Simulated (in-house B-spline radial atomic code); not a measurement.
Results of a calculation; reference values are marked as such.
## Two electrons in Ge: a spherical dot of radius 9.89 nm with hard walls with an ionised donor at its centre

For Ge the NSM archive of the Ioffe Institute lists m_l = 1.6 m0, m_t = 0.08 m0 and ε = 16.2; the model takes one isotropic valley with the conductivity mass 3/(1/m_l + 2/m_t) = 0.117 m0, and so misses anisotropy and the other valleys. All triplets below are those of one valley; with several valleys two electrons can form a triplet in the 1s orbital itself, at an energy set by the valley splitting. Real donors also feel a central-cell potential, which shifts the ground state.

Effective-mass model with parabolic bands, a uniform dielectric constant, no image charges, no central-cell or spin-orbit terms. Two-electron levels come from full CI in B-splines with partial waves to l = 5 (up to 0.001 effective hartree above the limit).

What are the effective units, and what is the potential in them?

Ha* = 27211.386 meV × 0.117/16.2² = 12.13 meV and a* = 0.0529177 nm × 16.2/0.117 = 7.327 nm. The radius is R = 1.35 a*, with −1/r added.

In these units the lowest s and p orbitals lie at 0.7734 and 4.1466, and their Coulomb and exchange integrals are J_ss = 1.4561, J_sp = 1.2524 and K_sp = 0.2579. Full CI gives 2.9342 for the ground singlet, 5.8992 for the sp triplet, 6.3651 for the sp singlet and 10.3713 for the lowest triplet of two s orbitals.

What does it cost to add the second electron, to first order and exactly?

To first order E = 2ε_s + J_ss = 3.0029, so the charging energy E(2) − 2E(1) is J_ss = 17.66 meV. CI gives 2.9342 − 2 × (0.7734) = 1.3874, or 16.83 meV: relaxation and correlation lower it by 0.8333 meV, 4.7 % of J_ss. The s² configuration of one-electron orbitals holds 99.2 % of the state, and the mean radius is 4.65 nm.

How far above the singlet do the triplets lie?

To first order the sp triplet lies at ε_s + ε_p + J_sp − K_sp = 5.9144, which is 35.32 meV above 2ε_s + J_ss. CI gives 5.8992 − (2.9342) = 2.9650, or 35.97 meV, 88 % of the orbital spacing of 40.92 meV. The ss triplet lies 90.22 meV up, so the lower of the two is the sp one, and its gap equals k_BT at 417 K. The sp singlet-triplet splitting is 5.653 meV, against 2K_sp = 6.258 meV.
